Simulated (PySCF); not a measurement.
**Dipole response of Cu⁺ (copper, charge +1)**

[Ar] 3d10, closed-shell 1S. All numbers are calculated (PySCF 2.14, scalar relativity by spin-free X2C-1e, in aug-cc-pVDZ-DK (7s6p4d2f, 59 functions)). Coupled (time-dependent) response in atomic units; α is the mean over directions. A double-zeta set is small for polarisabilities.

| method | mean α (bohr³) | C₆ (like pair) | S(−4) |
| --- | --- | --- | --- |
| UHF | 4.896 | 14.98 | 18.29 |
| PBE | 7.480 | 22.92 | 64.15 |
| PBE0 | 6.533 | 20.09 | 42.76 |
| BP86 | 7.567 | 23.36 | 64.31 |
| wB97X | 6.959 | 21.56 | 49.40 |

S(−4) is the Cauchy moment in α(ω) = α(0) + S(−4) ω² + …

α(iu) at PBE:

| u (hartree) | α(iu) (bohr³) |
| --- | --- |
| 0 | 7.480 |
| 0.0500 | 7.325 |
| 0.100 | 6.911 |
| 0.200 | 5.776 |
| 0.300 | 4.762 |
| 0.500 | 3.501 |
| 0.750 | 2.704 |
| 1.00 | 2.229 |
| 1.50 | 1.620 |
| 2.00 | 1.224 |
| 3.00 | 0.7619 |
| 5.00 | 0.3800 |

A single London oscillator, α(iu) = α/(1 + u²/ω²), gives C₆ = (3/4) ω α². Matching the computed C₆ needs ω = 4 × 22.92 / (3 × 7.480²) = 0.546 hartree.

For an ion, C₆ is the dispersion term alone; charge-induced terms of lower order in 1/R come first.
